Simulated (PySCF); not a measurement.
Work out the structure from these simulated measurements.

Formula: C6H10O3.

| Item | Value |
| --- | --- |
| Valence photoelectron | vertical ionisation energy: 9.49 eV [ΔSCF B3LYP/def2-SVPD] |
| Rotational structure | rotational constants A, B, C: 4.468, 0.742, 0.684 GHz [PBE0-D3(BJ)/def2-SVP] |
| Triplet | lowest triplet excitation (Tamm–Dancoff): 4.34 eV [TDA B3LYP/def2-SVPD] |
| UV, strongest line | among the 10 lowest singlet transitions: S3 at 7.07 eV (175 nm, f = 0.313) [TDDFT B3LYP/def2-SVPD] |
| Polarisability | 87.3 au [B3LYP/def2-SVPD] |
| 1H NMR | chemical shifts (computed TMS as zero) by class: 5.29 (1 H), 5.24 (1 H), 4.26 (2 H), 3.65 (3 H), 1.91 (3 H) ppm [GIAO PBE0/pcSseg-1] |
| Dipole | 0.80 D [B3LYP/def2-SVPD] |
| 13C NMR | chemical shifts (computed TMS as zero) by class: 161.0 (1 C), 150.1 (1 C), 121.8 (1 C), 73.3 (1 C), 54.3 (1 C), 21.9 (1 C) ppm [GIAO PBE0/pcSseg-1] |
| UV, first state | lowest singlet excitation: 6.71 eV (185 nm, f = 0.053) [TDDFT B3LYP/def2-SVPD] |

Electronic properties: PySCF, gas phase, density fitting. Levels stand in brackets. The structure is a single PBE0-D3(BJ)/def2-SVP conformer in the gas phase; no vibrational or solvent corrections. NMR classes are plain means over equivalent atoms (diastereotopic ones count apart unless rotation or inversion swaps them), as if these changed places fast.

Question: Give a SMILES that accounts for the data.

Answer: Numbering: `[CH2:1]=[C:2]([CH3:3])[CH2:4][O:5][C:6](=[O:7])[O:8][CH3:9]`. Its formula, C6H10O3, gives 2 degrees of unsaturation: 0 rings and 2 π bonds in the structure found. 6 carbons fall into 6 classes; from least to most shielded: carbonate carbon [C6] (161.0 ppm), fully substituted alkene carbon [C2] (150.1 ppm), terminal =CH2 carbon [C1] (121.8 ppm), sp3 carbon bound to oxygen [C4] (73.3 ppm), methoxy carbon [C9] (54.3 ppm), allylic carbon [C3] (21.9 ppm). Hydrogen classes from least to most shielded: 1 H on a terminal =CH2 carbon, C1 (5.29 ppm), 1 H on a terminal =CH2 carbon, C1 (5.24 ppm), 2 H on an sp3 carbon bound to oxygen, C4 (4.26 ppm), 3 H on a methoxy carbon, C9 (3.65 ppm), 3 H on an allylic carbon, C3 (1.91 ppm, a mean of values up to 0.7 ppm apart in this geometry). The first electron is taken from the HOMO, whose largest Löwdin shares are 0.37 on the terminal =CH2 carbon, 0.33 on the fully substituted alkene carbon, 0.07 on the allylic carbon and 0.05 on the sp3 carbon bound to oxygen. The optimised geometry has point group C1 and is an asymmetric top. Structure: `C=C(C)COC(=O)OC`. Computed isomers that give other values at the same levels: `C=COC(=O)COCC` (rotational constant A: 5.925 GHz; this holds for the one conformer computed); `C=COC(=O)CCOC` (rotational constant A: 7.139 GHz; this holds for the one conformer computed). The assignments are read from this structure; whether some other isomer fits the data as well wasn't checked.

The values belong to the conformer `[CH2:1]=[C:2]([CH3:3])[CH2:4][O:5][C:6](=[O:7])[O:8][CH3:9]`: C1–C2–C4–O5 130°, C2–C4–O5–C6 172°, C4–O5–C6–O7 1°, O5–C6–O8–C9 -179°.
